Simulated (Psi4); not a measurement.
C3H9ClSi (SMILES C[Si](C)(C)Cl), singlet, at a GFN2-xTB geometry.

Psi4 was given this input:
```
memory 2 GB

molecule {
0 1
  C    -0.74978598    1.59672421   -0.36729719
  Si    0.16935212    0.11507053    0.39960080
  C     1.63470173   -0.41130752   -0.69768298
  C    -1.02145525   -1.34456870    0.68211767
  Cl    0.90913523    0.69442496    2.21566147
  H    -1.16721741    1.34294873   -1.33670467
  H    -1.56785901    1.92573043    0.26713269
  H    -0.08529637    2.44461056   -0.50725592
  H     2.17557152   -1.24608658   -0.26096019
  H     1.29949050   -0.71684066   -1.68389433
  H     2.34259872    0.40224793   -0.82832830
  H    -1.44967120   -1.69118153   -0.25323206
  H    -1.84256222   -1.06385757    1.33557630
  H    -0.51238124   -2.18640934    1.14272773
}

set basis def2-svpd

energy('m06-2x')
print_variables()
```

### Question
What dipole moment does M06-2X/def2-SVPD run with Psi4 give?

### Answer
2.04 D

### Question
Predict the number of basis functions from M06-2X/def2-SVPD.

### Answer
183

### Question
Roughly what does it cost on one core?

### Answer
very roughly 70 core-seconds.
